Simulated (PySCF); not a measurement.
## Levels of Ti¹⁷⁺ from EOM-EA-GCCSD

Reference: closed-shell Ti¹⁸⁺, [He] 2s2; one electron is added. Calculated with PySCF 2.14, two-component X2C-1e with screened spin-orbit coupling, an even-tempered Gaussian basis (17 s from 0.94 bohr⁻², ratio 2.6; 11 p from 1.2 bohr⁻², ratio 2.6; 7 d from 1.3 bohr⁻², ratio 2.8; 4 f from 27 bohr⁻², ratio 2.8); frozen nothing; the 28 highest virtual spinors dropped; of the others 50 kept and the rest restored at second order. No Breit or QED terms. Binding energies in eV.

| level | Koopmans |
| --- | --- |
| 2p1/2 | 1221.5 |
| 2p3/2 | 1214.2 |

(1) How does correlation move these levels?

For comparison, the ionisation energy of Ti¹⁷⁺ is 1220.3 ± 0.5 eV (semi-empirical (NIST evaluation); NIST Atomic Spectra Database, ionization energies).

Only part of the computed levels is shown.

The screened spin-orbit operator tends to give fine-structure splittings of light species too large.

Answers

(1) 2p1/2: second order 1222.3, EOM-CCSD 1221.1; 2p3/2: second order 1215.0, EOM-CCSD 1214.1.
